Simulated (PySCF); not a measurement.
chloro(methylsilyl)silane (CH₇ClSi₂), SMILES C[SiH2][SiH2]Cl. The structure is a stationary point at B3LYP-D3(BJ)/def2-SVP. One conformer was computed; it need not be the lowest.

Computed equilibrium geometry at B3LYP-D3(BJ)/def2-SVP (PySCF confirms it by a frequency run) as a Z-matrix (one conformer of several):
```
Si
H 1 1.4935
H 1 1.4952 2 108.27
C 1 1.8876 2 110.88 3 -122.65
H 4 1.1011 1 109.64 2 -64.69
H 4 1.1012 5 108.64 1 -121.78
H 4 1.1013 5 108.11 6 -117.36
Si 1 2.3473 2 107.91 3 118.83
H 8 1.4903 1 114.19 2 -48.93
H 8 1.4916 9 108.45 1 126.40
Cl 8 2.0999 9 108.13 10 116.48
```
Charge 0, spin multiplicity 1.
